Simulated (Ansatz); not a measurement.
## Energy differences in RbCl

Program: Ansatz, Gaussian basis, development build. Basis cc-pwCVTZ-X2C on Rb, cc-pVTZ-DK on Cl, scalar X2C without spin–orbit coupling, 14 orbitals frozen in the corrections; active space CAS(8,8). Restricted Hartree–Fock, then the lowest state-specific CASSCF solution met for each case. Single-reference values can break down or jump between states where bonds are stretched. Solutions in different active orbitals can move differences by tenths of an eV and at times more than 1 eV.

Case A, singlet: bond length 2.7870 Å.

Case B, triplet: the shape of A.

Case C, singlet: bond length 3.2050 Å.

Energy less that of case A, in eV:

```
case  RHF/ROHF  CASSCF
   B    +4.039  +4.560
   C    +0.165  +0.188
```

Task: What does SC-NEVPT2 give for these differences?

Result: B: +4.592 eV (105.9 kcal/mol); C: +0.261 eV (6.0 kcal/mol).

Task: Which case is lowest, and do the methods agree?

Result: A is lowest in SC-NEVPT2. Of the methods shown, RHF/ROHF, CASSCF agree.
